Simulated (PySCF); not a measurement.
Molecule: SMILES OCc1ccccn1, C$_{6}$H$_{7}$NO.

Molfile (atoms numbered from 1):
```
C6H7NO
     RDKit          3D

 15 15  0  0  0  0  0  0  0  0999 V2000
    2.6866   -0.2001    0.3627 O   0  0  0  0  0  0  0  0  0  0  0  0
    1.7296   -1.1913    0.2527 C   0  0  0  0  0  0  0  0  0  0  0  0
    0.3976   -0.6348   -0.1972 C   0  0  0  0  0  0  0  0  0  0  0  0
   -0.7357   -1.4318   -0.3913 C   0  0  0  0  0  0  0  0  0  0  0  0
   -1.9118   -0.8229   -0.8085 C   0  0  0  0  0  0  0  0  0  0  0  0
   -1.9234    0.5576   -1.0182 C   0  0  0  0  0  0  0  0  0  0  0  0
   -0.7467    1.2644   -0.7976 C   0  0  0  0  0  0  0  0  0  0  0  0
    0.3819    0.6796   -0.3978 N   0  0  0  0  0  0  0  0  0  0  0  0
    2.2166    0.6181    0.1125 H   0  0  0  0  0  0  0  0  0  0  0  0
    2.0382   -1.9743   -0.4710 H   0  0  0  0  0  0  0  0  0  0  0  0
    1.5758   -1.7164    1.2185 H   0  0  0  0  0  0  0  0  0  0  0  0
   -0.6874   -2.5096   -0.2167 H   0  0  0  0  0  0  0  0  0  0  0  0
   -2.8153   -1.4162   -0.9704 H   0  0  0  0  0  0  0  0  0  0  0  0
   -2.8269    1.0749   -1.3464 H   0  0  0  0  0  0  0  0  0  0  0  0
   -0.7087    2.3486   -0.9490 H   0  0  0  0  0  0  0  0  0  0  0  0
  1  2  1  0
  2  3  1  0
  3  4  2  0
  4  5  1  0
  5  6  2  0
  6  7  1  0
  7  8  2  0
  8  3  1  0
  1  9  1  0
  2 10  1  0
  2 11  1  0
  4 12  1  0
  5 13  1  0
  6 14  1  0
  7 15  1  0
M  END
```

Geometry PBE0-D3(BJ)/def2-SVP throughout; GIAO in PySCF 2.14.0 with density-fitted response routines, gas phase, one conformer, non-relativistic; equivalent atoms averaged; basis pcSseg-1.

For orientation, wB97X-D gives these absolute shieldings σ: C5 40.4, C4 59.1, C2 120.8, N8 -61.8, H13 23.58, H14 24.18, H12 24.22, H10/H11 26.57, H9 26.56 ppm.

A run gave: C5 41.9, C4 56.4, C2 111.8, N8 -55.6, H13 23.73, H14 24.22, H12 24.26, H10/H11 26.21, H9 26.73 ppm (absolute shieldings σ).

**Question.** Which functional was used in that run?
A. BP86
B. LC-wPBE
C. OPBE
D. KT3

**Answer.** A. C2 tells them apart best: BP86 gives 111.8, OPBE gives 120.0, LC-wPBE gives 125.8, KT3 gives 117.4 ppm.
